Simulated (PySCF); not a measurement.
Compound: trans-PtH2(PF3)2 (singlet state).
Bonds: Pt1–P3, Pt1–P8, P3–F4, P3–F5, P3–F6, P8–F9, P8–F10, P8–F11. Hydrogens: H2, H7 on Pt1.

Computed by this run: PBE0-D3(BJ)/def2-SVP geometry optimisation, gas phase, def2 core potentials past Kr in PySCF 2.14.0; density fitting, grid level 1; the optimiser is geomeTRIC in internal coordinates, started from a GFN2-xTB structure with every atom displaced at random (about 0.03 Å).

The end geometry, which sets the zero of energy:
```
atom  x, y, z in Å
Pt1     0.0307   -0.0076   -0.0095
H2      1.6683    0.0728    0.1275
P3      0.0271    2.1944    0.1206
F4      0.2380    2.8004    1.5555
F5     -1.2356    3.0213   -0.3206
F6      1.1131    3.0033   -0.6772
H7     -1.6081   -0.0916   -0.1502
P8     -0.0072   -2.2088   -0.1164
F9     -1.0609   -2.9689    0.7678
F10     1.2585   -3.0655    0.2557
F11    -0.3258   -2.8353   -1.5224
```

**Question.** These geometries come from the run, each turned onto the end geometry. Order them by energy, lowest first.
A.
```
atom  x, y, z in Å
Pt1     0.0744   -0.0772   -0.0004
H2      1.5480   -0.0002   -0.0473
P3     -0.0487    2.1764    0.0804
F4      0.2041    2.8207    1.5326
F5     -1.1826    3.0849   -0.4216
F6      1.1157    3.1094   -0.5481
H7     -1.5112   -0.0181    0.0291
P8      0.0355   -2.1631   -0.1216
F9     -1.0672   -3.0616    0.7209
F10     1.2037   -3.1186    0.3047
F11    -0.2737   -2.8381   -1.4978
```
B.
```
atom  x, y, z in Å
Pt1     0.0426   -0.0368   -0.0018
H2      1.7425    0.0499   -0.0534
P3      0.0073    2.2029    0.0953
F4      0.1271    2.7534    1.5806
F5     -1.2139    3.0286   -0.4094
F6      1.1778    3.0208   -0.6180
H7     -1.6669   -0.0371    0.0401
P8      0.0078   -2.2002   -0.1123
F9     -1.1040   -2.9883    0.7323
F10     1.2542   -3.0661    0.3090
F11    -0.2763   -2.8125   -1.5315
```
C.
```
atom  x, y, z in Å
Pt1     0.0402   -0.0044    0.0013
H2      1.6828    0.0536    0.0745
P3      0.0328    2.1937    0.1289
F4      0.1971    2.8313    1.5576
F5     -1.2314    2.9958   -0.3591
F6      1.1322    3.0064   -0.6543
H7     -1.6108   -0.0734   -0.0764
P8     -0.0102   -2.2127   -0.1227
F9     -1.0724   -2.9808    0.7488
F10     1.2550   -3.0623    0.2652
F11    -0.3172   -2.8326   -1.5330
```
D.
```
atom  x, y, z in Å
Pt1     0.0231   -0.0113   -0.0044
H2      1.6691    0.0384   -0.0370
P3      0.0286    2.1949    0.1154
F4      0.1469    2.7960    1.5622
F5     -1.2024    3.0203   -0.4042
F6      1.1596    3.0097   -0.6068
H7     -1.6159   -0.0496    0.0254
P8     -0.0097   -2.2100   -0.1112
F9     -1.0801   -2.9940    0.7281
F10     1.2533   -3.0531    0.2966
F11    -0.2744   -2.8268   -1.5332
```
E.
```
atom  x, y, z in Å
Pt1     0.0330   -0.0210   -0.0034
H2      1.7046    0.0121   -0.0474
P3      0.0161    2.2021    0.1066
F4      0.1289    2.7784    1.5682
F5     -1.2110    3.0274   -0.4057
F6      1.1578    3.0185   -0.6106
H7     -1.6218   -0.0263    0.0344
P8     -0.0024   -2.2077   -0.1105
F9     -1.0861   -2.9866    0.7288
F10     1.2531   -3.0609    0.3028
F11    -0.2741   -2.8215   -1.5321
```

**Answer.** C (0.005 eV), D (0.010 eV), E (0.026 eV), B (0.137 eV), A (0.957 eV).

In the order of the answer:

```tsv
step	E above end (eV)	largest force (eV/Å)	rms force component (eV/Å)	rms distance from end (Å)	rms bond change (Å)	bond most changed (Å)
7	0.005	0.18	0.062	0.038	0.004	Pt1–P8 +0.008
3	0.010	0.16	0.050	0.091	0.003	Pt1–H7 -0.007
2	0.026	0.54	0.168	0.100	0.012	Pt1–H2 +0.027
1	0.137	1.39	0.520	0.107	0.035	Pt1–H7 +0.063
0	0.957	5.01	1.604	0.130	0.077	Pt1–H2 -0.169
```

The cost below is that of the whole optimisation. Hardware: one thread of an Arm Neoverse V1, shared host. Cost: 3.5 min of wall time, 0.66 GiB resident at most.
